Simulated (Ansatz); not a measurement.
A series at Si: from `O[Si](O)(O)F`, ligands are replaced one by one, each step taking up HCl and setting free H₂O; n counts the steps. Ansatz, PBE0-D4/def2-TZVP geometries. Each molecule was computed in one conformer, which needn't be the lowest.

```tsv
n	molecule	HOMO energy, ωB97M-V/def2-TZVPP (eV)
0	`O[Si](O)(O)F`	-12.27
1	`O[Si](O)(F)Cl`	-11.79
2	`O[Si](F)(Cl)Cl`	-11.84
3	`F[Si](Cl)(Cl)Cl`	?
```

Question: By hand: fit a straight line y = ȳ + b (n − n̄) to the 3 given rows and predict n = 3.

Answer: n̄ = 1.000, ȳ = -11.967; Σ(n − n̄)(y − ȳ) = 0.430, Σ(n − n̄)² = 2.000, so b = 0.215 eV a step. Prediction: -11.967 + (0.215) × (2.000) = -11.54 eV.

Question: By hand: compare with the computed value, -11.86 eV, and give the steps along the whole series.

Answer: The line misses by -0.32 eV (computed minus predicted). Steps: 0.48, -0.05, -0.02 eV.

The steps change sign along the series, so a line is a poor guide. The highest orbital can change its character along such a series. The miss is 66.7 % of the series' range.
